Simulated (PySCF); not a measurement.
C₂H₈FNSi₂, SMILES C([SiH2][Si@H](N)F)=C. Atoms are numbered in the order given.

```xyz
14

C      2.9392     1.1321    -0.5034
C      2.2588     0.0038    -0.2593
Si     0.5791    -0.3878    -0.9929
Si    -1.1046    -0.4122     0.6405
N     -2.6319    -0.4800    -0.1443
F     -0.8938     0.9396     1.5520
H      2.5574     1.9028    -1.1824
H      3.9083     1.3396    -0.0357
H      2.6996    -0.7243     0.4354
H      0.2375     0.6538    -2.0111
H      0.5962    -1.7225    -1.6680
H     -1.0472    -1.5506     1.5978
H     -2.8361     0.1096    -0.9453
H     -3.4799    -0.7192     0.3615
```
Charge 0, spin multiplicity 1.

The structure is a stationary point at B3LYP-D3(BJ)/def2-SVP. The structure was generated by enumeration; whether it is a known compound was not checked. One conformer was computed; it need not be the lowest.

All values below come from PBE/def2-TZVP run with PySCF.

Isolated molecule, no solvent.

```
Property                                                                                                         Value
---------------------------------------------------------------------------------------------  -----------------------
total energy                                                                                        -814.22009 hartree
highest occupied level                                                                                        -6.38 eV
lowest empty level                                                                                            -1.56 eV
orbital gap                                                                                                    4.82 eV
dipole moment                                                                                                   1.17 D
quadrupole, principal values (traceless, Buckingham form, about the centre of nuclear charge)  -13.02, 0.50, 12.51 D·Å
mean static polarisability                                                                       89.5 bohr³ (13.26 Å³)
polarisability, principal values                                                               73.2, 79.1, 116.2 bohr³
```
